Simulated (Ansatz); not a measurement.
Geometry optimisation, RKS PBE0-D4/def2-SVP (Ansatz).

input.yaml

```yaml
crystal:
  periodic: [false, false, false]
  atoms:
    - { symbol: B, position_ang: [-0.66148, -0.91091, 0.29372] }
    - { symbol: O, position_ang: [-0.58055, -0.08179, 1.15015] }
    - { symbol: Sb, position_ang: [1.56793, 0.93537, 0.06267] }
    - { symbol: H, position_ang: [-0.53698, 0.59207, 1.87411] }
    - { symbol: H, position_ang: [0.46809, 1.78894, -1.0184] }
basis:
  gaussian: { orbitals: def2-SVP }
hamiltonian:
  xc: pbe0
  dispersion: d4
relax:
  f_tol: 0.02
  max_steps: 50
output:
  orbitals: {}
```

Run as:

```bash
$ ansatz run input.yaml --threads 1 --pin off --max-ram 2048MiB --backend cpu --events-out ev --progress --plain --runs-dir out
```

**Question.** Where does it end, and by what steps?

**Answer.** The run converged. After 25 steps the energy has fallen by 3.413 eV; B1 moved furthest, 1.18 Å. Joined: B1–Sb3.

| step | energy less start (eV) | largest force component (eV/Å) | accepted |
| --- | --- | --- | --- |
| 0 | 0.0000 | 5.833 | yes |
| 1 | -0.4461 | 1.558 | yes |
| 2 | -0.4633 | 0.726 | yes |
| 3 | -0.5213 | 0.304 | yes |
| 4 | -0.5285 | 0.253 | yes |
| 5 | -0.5598 | 0.961 | yes |
| 6 | -0.7526 | 2.579 | yes |
| 7 | -1.3643 | 3.129 | yes |
| 8 | -2.0337 | 2.088 | yes |
| 9 | -2.4342 | 2.556 | yes |
| 10 | -2.8416 | 1.746 | yes |
| 11 | -3.0483 | 0.972 | yes |
| 12 | -3.1160 | 2.273 | yes |
| 13 | -3.1753 | 2.495 | yes |
| 14 | -3.3797 | 0.475 | yes |
| 15 | -3.3805 | 0.590 | yes |
| 16 | -3.3873 | 0.171 | yes |
| 17 | -3.3912 | 0.921 | yes |
| 18 | -3.3453 | 1.955 | no |
| 19 | -3.4107 | 0.175 | yes |
| 20 | -3.4094 | 0.370 | no |
| 21 | -3.4122 | 0.042 | yes |
| 22 | -3.4124 | 0.032 | yes |
| 23 | -3.4125 | 0.034 | yes |
| 24 | -3.4126 | 0.022 | yes |
| 25 | -3.4126 | 0.009 | yes |

```xyz
5
Properties=species:S:1:pos:R:3
B -0.053 0.075 0.538
O -1.081 -0.138 1.316
Sb 1.595 0.357 -0.687
H -1.007 0.178 2.228
H 0.803 1.851 -1.032
```

Whether the end is a true minimum wasn't checked by a vibrational analysis.

Run time: 55 s on 1 CPU thread of a shared host.
